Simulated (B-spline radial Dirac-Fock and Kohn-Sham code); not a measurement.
# Core-hole lifetimes of Mn⁷⁺

System: Mn⁷⁺, [Ne] 3s2 3p6, inside a Watson sphere of charge -7 and radius 2.4 Å (a model of the Madelung potential; inside it an electron's potential energy is raised by 42.0 eV).

Calculated with a radial B-spline solver, using a relativistic independent-particle model: LDA orbitals of the hole state, radiative multipoles to third order, Auger rates from the Coulomb interaction with a continuum orbital, Dirac-Fock energies.

Partial widths are in eV. Coster-Kronig decay leaves a hole in the same principal shell; its rates are the weakest part of the model, often 1.5 to 2.5 times too large and more for N holes. Holes without an open Auger channel, or with an unreliable SCF state, are not listed.

| hole | radiative | Auger | Coster-Kronig | total | fluorescence yield | lifetime (fs) |
| --- | --- | --- | --- | --- | --- | --- |
| 1s | 0.356 | 0.782 | 0 | 1.14 | ? | ? |
| 2s | 0.00314 | 0.243 | 0 | 0.246 | 0.0128 | 2.67 |
| 2p1/2 | 0.000172 | 0.319 | 0 | 0.319 | 0.000540 | 2.07 |
| 2p3/2 | 0.000180 | 0.321 | 0 | 0.321 | 0.000560 | 2.05 |

Question: What are the fluorescence yield and the lifetime of the 1s hole?

Answer: The yield is the radiative width over the total, 0.313, and the lifetime is ħ/Γ = 0.579 fs.
